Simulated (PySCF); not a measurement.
SiH₃I, SMILES [SiH3]I.

The structure is a stationary point at B3LYP-D3(BJ)/def2-TZVP. The def2 effective core potentials stand for the cores of I; spin–orbit coupling is left out.

The numbers are results of PBE0/def2-TZVPD (PySCF), not measurements.

Symmetry labels are those of the subgroup Cs that the program uses (full group C3v).

Q: List the valence orbital energies around the gap with their symmetry. (An estimate is asked for; the answer gives what the named calculation found.)

A: 
```tsv
orbital	symmetry	energy (eV)
HOMO−7	A"	-52.49
HOMO−6	A'	-19.58
HOMO−5	A'	-15.29
HOMO−4	A'	-10.55
HOMO−3	A"	-10.55
HOMO−2	A'	-9.65
HOMO−1	A"	-7.73
HOMO	A'	-7.73
LUMO	A'	-0.99
LUMO+1	A'	0.15
LUMO+2	A"	0.59
LUMO+3	A'	0.59
```
